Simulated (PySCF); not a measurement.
Job file and geometry (Å, from GFN2-xTB) of an NMR shielding run on `[SiH3]C#C[SiH2]O[SiH2]Cl`, C2H7ClOSi3, GIAO PBE0/pcSseg-1 NMR shielding, non-relativistic, gas phase (PySCF); density fitting, a coarse starting grid and PySCF grid level 2 are the driver's defaults:

```
$ OMP_NUM_THREADS=1 python probes_run.py task.json out

{"job": {"kind": "nmr", "xc": "PBE0", "basis": "pcSseg-1"}, "charge": 0, "multiplicity": 1}
Si     3.210680     1.007471     0.149100
C      1.718376     0.019161    -0.319920
C      0.733686    -0.617710    -0.623193
Si    -0.819356    -1.539265    -1.022604
O     -2.070666    -0.793063    -0.280042
Si    -2.840214     0.337994     0.565607
Cl    -1.544906     1.250685     1.793751
H      4.097078     1.056049    -1.017962
H      3.872286     0.336231     1.270838
H      2.772130     2.353266     0.522999
H     -0.797149    -2.883426    -0.448852
H     -1.123313    -1.460482    -2.450590
H     -3.367279     1.310854    -0.380773
H     -3.842030    -0.378237     1.339575
```

Task: Write the output of this run.

Result: 
```
coarse grid: 14096 points
cycle   1  E = -1483.4557550226  dE =  6.507e-01  |g| = 8.163e-01  |ddm| = 3.615e+00
cycle   2  E = -1483.2911028073  dE =  1.647e-01  |g| = 1.239e+00  |ddm| = 1.647e+00
cycle   3  E = -1483.5774264548  dE = -2.863e-01  |g| = 1.368e-01  |ddm| = 1.077e+00
cycle   4  E = -1483.5811546479  dE = -3.728e-03  |g| = 4.287e-02  |ddm| = 1.654e-01
cycle   5  E = -1483.5815460640  dE = -3.914e-04  |g| = 1.956e-02  |ddm| = 5.541e-02
cycle   6  E = -1483.5816300044  dE = -8.394e-05  |g| = 7.021e-03  |ddm| = 1.663e-02
cycle   7  E = -1483.5816426888  dE = -1.268e-05  |g| = 9.359e-04  |ddm| = 6.189e-03
cycle   8  E = -1483.5816429259  dE = -2.371e-07  |g| = 1.742e-04  |ddm| = 1.295e-03
final grid: 118752 points
cycle   9  E = -1483.6314254582  dE = -1.542e-05  |g| = 7.274e-03  |ddm| = 2.069e-02
cycle  10  E = -1483.6314132330  dE =  1.223e-05  |g| = 1.081e-02  |ddm| = 1.272e-02
cycle  11  E = -1483.6314342117  dE = -2.098e-05  |g| = 8.503e-04  |ddm| = 7.833e-03
cycle  12  E = -1483.6314343198  dE = -1.081e-07  |g| = 3.050e-04  |ddm| = 9.454e-04
cycle  13  E = -1483.6314343406  dE = -2.079e-08  |g| = 1.334e-04  |ddm| = 3.213e-04
cycle  14  E = -1483.6314343451  dE = -4.475e-09  |g| = 2.357e-05  |ddm| = 1.084e-04
cycle  15  E = -1483.6314343452  dE = -1.369e-10  |g| = 4.102e-06  |ddm| = 2.526e-05
converged SCF energy = -1483.6314343452

GIAO shielding tensors (ppm)
atom      isotropic    diamagn.    paramagn.     s11        s22        s33       span
  0 Si     447.817     882.197    -434.380    440.921    443.120    459.412     18.491
  1 C       72.330     264.428    -192.098    -20.145    -17.558    254.692    274.837
  2 C       68.024     267.798    -199.773    -35.886    -23.505    263.465    299.352
  3 Si     405.566     881.157    -475.591    366.266    401.936    448.495     82.229
  4 O      280.915     401.783    -120.868    223.057    253.670    366.019    142.962
  5 Si     375.981     880.040    -504.058    356.903    374.051    396.990     40.086
  6 Cl     910.775    1152.047    -241.272    756.046    965.404   1010.876    254.830
  7 H       27.466      28.360      -0.894     23.957     25.730     32.711      8.754
  8 H       27.453      29.030      -1.577     24.049     25.847     32.462      8.412
  9 H       27.407      30.032      -2.625     23.761     26.642     31.819      8.058
 10 H       26.487      29.001      -2.515     23.009     24.753     31.698      8.688
 11 H       26.506      28.855      -2.349     22.982     24.787     31.748      8.766
 12 H       26.179      28.886      -2.707     22.345     24.255     31.937      9.592
 13 H       26.263      27.458      -1.194     22.049     24.354     32.387     10.339
```

Task: Turn these shieldings into chemical shifts. Referencing at the same level of theory: 29Si (σref 349.16) and 13C (σref 186.93) and 1H (σref 31.72) against TMS; 17O (σref 336.08) against H2O; 35Cl (σref 949.78) vs HCl.

Result: Averaging equivalent atoms: Si 5: -26.8; Si 3: -56.4; Si 0: -98.7; C 2: 118.9; C 1: 114.6; O 4: 55.2; Cl 6: 39; H 12/13: 5.50; H 10/11: 5.22; H 7/8/9: 4.28 ppm. Experimental scales use liquid or dissolved standards, which lie at an offset from isolated H2O (liquid H2O: subtract about 36 ppm).

Size and cost of the density-fitted run: 182 basis functions, 68 s wall time on 1 thread of an Arm Neoverse N1, shared host; peak memory 0.96 GiB.
